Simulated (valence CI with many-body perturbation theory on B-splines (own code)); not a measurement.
# Questions on Pb69+

Calculated by configuration interaction combined with many-body perturbation theory (CI+MBPT): three valence electrons over a frozen Dirac-Fock core [Ne], a basis of 9 s, 9 p, 8 d, 6 f, 3 g, 1 h functions for each j, with the one-electron correlation potential Σ1, the two-electron term Σ2, the three-electron term Σ3, Breit, model QED; selected CI, second order for the rest, scaled by the run's own slope (own B-spline code, finite nucleus).

No measured spectrum was set against this ion. As an estimate, large intervals hold to a few tenths of a per cent, small ones and those within an open d or f shell to about a per cent.

Levels are named by their leading jj configuration (3d3/2^4 stands for four electrons in 3d with j = 3/2), which in mixed levels can hold well under half, so a name can repeat and another be missing.

Rates and lifetimes use the calculated energies. Strong lines usually hold to 10 to 20 %, long lifetimes can be off by a factor of two.

(1) What is the ground level?

(2) What is the ionisation energy?

(3) Among levels below 1724.8 eV, which E1 lines absorb most strongly from the ground level?

(4) What are the static dipole polarisabilities of the lowest levels?

(5) Where does the other parity begin?

Results:

(1) (3s^2 3p1/2) J=1/2, composition 100 % 3s2.3p 2P°, g = 0.642.

(2) 8680.8 eV; NIST lists 8680 ± 50 eV (theoretical).

(3) to (3s^2 3d3/2) J=3/2 at 1.434 nm, f = 0.566; to (3s 3p1/2 3p3/2) J=1/2 at 1.520 nm, f = 0.237; to (3s 3p1/2 3p3/2) J=3/2 at 1.544 nm, f = 0.117.

(4) (3s^2 3p1/2) J=1/2 0.00161 bohr³, of which the core gives 2.76e-05.

(5) At (3s 3p1/2^2) J=1/2, 198.8 eV.
